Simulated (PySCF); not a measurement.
# Dipole moment and polarisability of `[SiH3]N[SiH2]O[SiH2][SiH3]`

Compound: H11NOSi4.
Numbering: `[SiH3:1][NH:2][SiH2:3][O:4][SiH2:5][SiH3:6]` (hydrogens: H7, H8, H9 on Si1; H10 on N2; H11, H12 on Si3; H13, H14 on Si5; H15, H16, H17 on Si6)

Cartesian coordinates in Å at the GFN2-xTB level; atoms count from 1:
```xyz
17
H11NOSi4 angstrom
Si    -2.9036   -0.7000   -0.4251
N     -1.3718   -0.2149    0.2133
Si    -0.8095    1.3985    0.4611
O      0.7103    1.3000    1.0016
Si     2.2607    0.8275    0.8611
Si     2.3613   -1.1472   -0.3169
H     -2.8966   -2.1626   -0.3976
H     -4.0063   -0.1714    0.3864
H     -3.0151   -0.1717   -1.7848
H     -0.8533   -0.9281    0.6987
H     -1.5122    2.1078    1.5268
H     -0.8288    2.0905   -0.8238
H      2.9503    1.9629    0.2327
H      2.6896    0.7583    2.2639
H      1.8798   -2.3157    0.4386
H      3.7456   -1.4720   -0.6847
H      1.5927   -1.1499   -1.5684
```

Level: CAM-B3LYP/def2-SVPD (PySCF), static field, nuclei fixed, core orbitals frozen in the response. The polarisability tensor in these axes (au):

```
x   124.60   1.49   2.67
y     1.49 116.58   8.36
z     2.67   8.36 104.13
```

**Question.** Give the principal values, the mean and the anisotropy Δα = √{½[(α1 − α2)² + (α2 − α3)² + (α1 − α3)²]}.

**Answer.** Principal values 99.81, 119.55 and 125.95 au; mean 115.11 au = 17.06 Å³ = 18.98 × 10⁻⁴⁰ C²·m²/J; Δα = 23.60 au (21 % of the mean).

**Question.** What is the dipole moment, and where does it point?

**Answer.** (0.22, -0.63, 0.02) D, 0.67 D in size, pointing from the negative to the positive side. Measured along this direction, the outermost atoms are H11 at the negative end and H15 at the positive end.

**Question.** Find the Langevin capture rate constant for NO+ (29.998 u) meeting this molecule (152.992 u), k = 2.342 × 10⁻⁹ cm³/s × √(α in Å³ / reduced mass in u).

**Answer.** The reduced mass is 25.08 u, so k = 1.93 × 10⁻⁹ cm³/s. The formula leaves out the permanent dipole, which adds to the capture rate.

**Question.** Refractivity n − 1 of an ideal gas of it at 400 K and 1 atm, from the electronic α?

**Answer.** N = p/kT = 1.8347 × 10¹⁹ cm⁻³, so n − 1 = 2π × N × 17.06 × 10⁻²⁴ cm³ = 1966 × 10⁻⁶ at long wavelengths, for an ideal gas.

**Question.** Give the principal axes and the span of the nuclei along them.

**Answer.** Largest value along (0.90, 0.37, 0.25), where the nuclei span 6.98 Å; middle along (-0.44, 0.82, 0.37), 6.05 Å; least along (-0.07, -0.44, 0.90), 3.10 Å. The response follows the extents in order.

**Question.** Give the eigenvalues of the traceless quadrupole moment Θ = ½Σq(3rr − r²1), origin at the centre of nuclear charge.

**Answer.** -3.79, 1.49, 2.30 D·Å. The values depend on the origin, since the dipole doesn't vanish. The electronic extent ⟨r²⟩ about the same centre is 1964 bohr², a root-mean-square distance of 2.59 Å for the 82 electrons.

**Question.** Form Σ f/ω² (atomic units) for the 8 lowest TDDFT singlets, given as eV and f, and set it beside the mean polarisability, which is this sum over all singlets: 6.23, 0.0049; 6.53, 0.0312; 6.64, 0.0016; 7.11, 0.0013; 7.26, 0.0253; 7.28, 0.0303; 7.66, 0.0115; 7.73, 0.0023.

**Answer.** They add up to 1.63 au, 1.4 % of the 115.11 au; the largest single term is 0.54 au, from the state at 6.53 eV. Terms in order: 0.09, 0.54, 0.03, 0.02, 0.35, 0.42, 0.15, 0.03 au. Higher excitations give the rest. The strengths listed sum to 0.108.

One conformer (not necessarily the lowest) at the GFN2-xTB geometry, without solvent, vibrations or thermal averaging.

These values come from a run that also computed excited states. On Arm Neoverse V1, one thread, no GPU, shared host with 32 logical CPUs at a one-minute load of 25, this took 78 s of wall time (with the writing of density and orbital grids) and 1.1 GiB of memory at its peak.
